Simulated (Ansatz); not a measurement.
Geometry optimisation, RKS r2SCAN-D4/def2-SVP in Ansatz 0.2.0.

The input (input.yaml):

```yaml
crystal:
  periodic: [false, false, false]
  atoms:
    - { symbol: O, position_ang: [0.8596, -1.6237, 1.2352] }
    - { symbol: C, position_ang: [0.4887, -0.7236, 0.1528] }
    - { symbol: O, position_ang: [-0.4857, -1.4138, -0.6247] }
    - { symbol: Cl, position_ang: [2.0668, -0.5447, -0.7829] }
    - { symbol: O, position_ang: [0.0759, 0.5053, 0.6562] }
    - { symbol: Si, position_ang: [-0.7716, 1.5896, -0.2736] }
    - { symbol: H, position_ang: [1.7978, -1.6825, 1.1256] }
    - { symbol: H, position_ang: [-0.8718, -1.9074, 0.0717] }
    - { symbol: H, position_ang: [-0.867, 2.8904, 0.4771] }
    - { symbol: H, position_ang: [-0.0731, 1.792, -1.5386] }
    - { symbol: H, position_ang: [-2.1542, 1.0615, -0.4782] }
basis:
  gaussian: { orbitals: def2-SVP }
hamiltonian:
  xc: r2scan
  dispersion: d4
relax:
  f_tol: 0.015
  max_steps: 40
output:
  orbitals: {}
```

Launched with:

```bash
$ ansatz run input.yaml --threads 2 --pin off --max-ram 3072MiB --backend cpu --events-out ev --progress --plain --runs-dir out
```

**Question.** Where does it end, and by what steps?

**Answer.** It converged. After 13 steps the energy has fallen by 0.685 eV; H8 moved furthest, 1.07 Å.

| step | energy less start (eV) | largest force component (eV/Å) | accepted |
| --- | --- | --- | --- |
| 0 | 0.0000 | 2.627 | yes |
| 1 | -0.3485 | 1.442 | yes |
| 2 | -0.4364 | 0.586 | yes |
| 3 | -0.4798 | 0.251 | yes |
| 4 | -0.5479 | 0.543 | yes |
| 5 | -0.6040 | 0.558 | yes |
| 6 | -0.6465 | 0.391 | yes |
| 7 | -0.6725 | 0.190 | yes |
| 8 | -0.6010 | 2.160 | no |
| 9 | -0.6802 | 0.046 | yes |
| 10 | -0.6804 | 0.381 | yes |
| 11 | -0.6843 | 0.032 | yes |
| 12 | -0.6844 | 0.022 | yes |
| 13 | -0.6845 | 0.009 | yes |

```xyz
11
Properties=species:S:1:pos:R:3
O 0.811 -1.633 1.234
C 0.404 -0.799 0.247
O -0.625 -1.335 -0.452
Cl 1.912 -0.603 -0.972
O 0.091 0.430 0.692
Si -0.773 1.578 -0.228
H 1.580 -1.231 1.666
H -0.338 -2.185 -0.817
H -0.439 2.875 0.415
H -0.326 1.536 -1.644
H -2.232 1.312 -0.121
```

Whether the end is a true minimum wasn't checked by a vibrational analysis.

Run time: 39 s on 2 threads of Intel(R) Xeon(R) 6975P-C (Granite Rapids), with other jobs on the host, peak memory 0.21 GiB.
